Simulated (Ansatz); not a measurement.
Isolated molecules relaxed with PBE0-D4/def2-TZVP in Ansatz; ΔE leaves out vibrations. CCSD(T)/CBS is the MP2 limit (def2-TZVPP, def2-QZVPP) plus CCSD(T) − MP2 in def2-TZVPP, frozen cores. This one scheme is used for every species. DFT in def2-TZVPP. B3LYP here is the variant with VWN-RPA as its local correlation; programs differ in this. For Se outer-core shells are correlated without core-valence functions, which leaves a few kJ/mol of doubt a bond. Scalar relativity is left out up to krypton. One conformer a species, not always the lowest.

Reaction (ligand exchange at the Si–S bond): `C[Se][SiH2]S` + CH₃OH → `CO[SiH2][Se]C` + H₂S

```json
{"level": "B3LYP-D4", "ΔE (kJ/mol)": "-35.6"}
{"level": "ωB97X-V", "ΔE (kJ/mol)": "-34.2"}
{"level": "PBE", "ΔE (kJ/mol)": "-20.4"}
{"level": "SCS-MP2/def2-TZVPP", "ΔE (kJ/mol)": "-37.6"}
{"level": "CCSD/def2-TZVPP", "ΔE (kJ/mol)": "-38.2"}
{"level": "SCS-MP2/def2-QZVPP", "ΔE (kJ/mol)": "-36.0"}
{"level": "HF/CBS(def2)", "ΔE (kJ/mol)": "-45.3"}
{"level": "CCSD/CBS(def2)", "ΔE (kJ/mol)": "-34.5"}
```

Problem. What does CCSD(T)/CBS give? (Best estimate.)

Solution. Ansatz gave: -32.9 kJ/mol. The listed levels differ from it by -2.7, -1.3, 12.5, -4.7, -5.3, -3.1, -12.4, -1.6 kJ/mol.

Largest T1 diagnostic among the species: 0.010.

In def2-TZVPP, CCSD(T) changes the Hartree–Fock value by +6.9 kJ/mol (the triples alone add +1.7 kJ/mol) and MP2 by +9.6 kJ/mol.
